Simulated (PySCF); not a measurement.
A run for PySCF: R-MP2/6-31G* on CH6SSi (SMILES C[SiH2]S), a point of a torsion scan.

```python
from pyscf import gto, scf, dft, mp
from pyscf.data.elements import chemcore

mol = gto.M(
    atom='''
    C    -1.04810446    0.54355176    0.10004919
    Si    0.23983562   -0.83005405   -0.08242435
    S     2.13102669   -0.10382051    0.67800319
    H    -2.02759032    0.20449394   -0.22361489
    H    -0.78487880    1.41731259   -0.49128188
    H    -1.13134691    0.86393429    1.13571605
    H    -0.08989713   -2.00612928    0.71445596
    H     0.48563696   -1.17669556   -1.47841786
    H     2.81914394   -0.23821787   -0.44298364
    ''',
    basis='6-31g*',
    cart=True,
    charge=0, spin=0, verbose=3, max_memory=1800)
mf = scf.RHF(mol)
mf.conv_tol = 1e-8
mf.max_cycle = 100
mf.kernel()
if not mf.converged:
    mf = mf.newton().run(mf.mo_coeff, mf.mo_occ)
pt = mp.MP2(mf, frozen=chemcore(mol)).run()
```

### Question
Predict the final total energy.

### Answer
-728.1462 hartree.
